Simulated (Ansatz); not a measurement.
Mulliken charges of ClFH₂MoO₃ (`[O]=[Mo]([OH])([OH])([F])[Cl]`) from ωB97M-V/def2-TZVPP in Ansatz (PBE0-D4/def2-TZVP geometry).

| atom | x (Å) | y (Å) | z (Å) | charge (e) |
| --- | --- | --- | --- | --- |
| O1 | -0.208 | 0.527 | 1.911 | -0.425 |
| Mo2 | -0.153 | 0.311 | 0.277 | 1.463 |
| O3 | 1.297 | -0.771 | -0.293 | -0.462 |
| O4 | -1.131 | -1.248 | 0.105 | -0.387 |
| F5 | 1.056 | 1.661 | -0.191 | -0.382 |
| Cl6 | -1.748 | 1.579 | -0.737 | -0.234 |
| H7 | 2.101 | -0.272 | -0.478 | 0.209 |
| H8 | -1.121 | -1.844 | -0.651 | 0.218 |

**Question.** By hand: the dipole of these point charges (1 e Å = 4.8032 D).

**Answer.** Σ q r = (-0.097, -0.393, -0.309) e Å, of length 0.509 e Å = 2.44 D.

**Question.** How does the dipole of the full density compare? (Best estimate.)

**Answer.** Ansatz gave: (0.079, -0.409, -0.337) e Å, 2.57 D; the point charges give 0.95 times that, at 20° from its direction.

Point charges leave out the atoms' own dipoles, such as those of lone pairs, and Mulliken's split depends on the basis, so the two needn't agree.
